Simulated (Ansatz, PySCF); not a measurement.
SbF₃, SMILES [F][Sb]([F])[F]. Atoms are numbered in the order given.

```xyz
4

Sb     0.0000     0.0000     0.3482
F      1.4236    -0.8219    -0.6577
F     -1.4236    -0.8219    -0.6577
F      0.0000     1.6438    -0.6577
```

Geometry: B3LYP-D3(BJ)/def2-SVP. The isomer is the one that the SMILES or the coordinates give; other isomers of the formula were not compared. The def2 effective core potentials stand for the cores of Sb; spin–orbit coupling is left out.

Vertical ionisation energy (IE) and electron affinity (EA) in eV. Rows of orbital energies are one-electron estimates. Where ΔSCF, EOM or ADC give a negative EA the extra electron is unbound and the value depends on the basis.

```csv
level,IE,EA
"−ε(HOMO), −ε(LUMO), HF/def2-TZVPD (PySCF)",?,?
"−ε(HOMO), −ε(LUMO), PBE/def2-TZVPD (PySCF)",8.58,2.69
"ΔSCF, CAM-B3LYP/def2-SVPD (Ansatz), final states of multiplicity 2 and 2",12.70,0.10
"ΔSCF, PBE/def2-SVPD (Ansatz), final states of multiplicity 2 and 2",12.07,-0.05
```

### Question
Complete the blanks. (The exact figures need the calculation; the answer reports its results.)

### Answer

- −ε(HOMO), −ε(LUMO), HF/def2-TZVPD (PySCF), IE: 13.05
- −ε(HOMO), −ε(LUMO), HF/def2-TZVPD (PySCF), EA: -0.81

### Question
What vertical singlet–triplet gap does ΔSCF give with CAM-B3LYP/def2-SVPD (Ansatz, a quantum-chemistry and plane-wave program) and with PBE/def2-SVPD (Ansatz)? (An estimate is asked for; the answer gives what the named calculation found.)

### Answer
5.73 and 5.40 eV (triplet above singlet where positive).
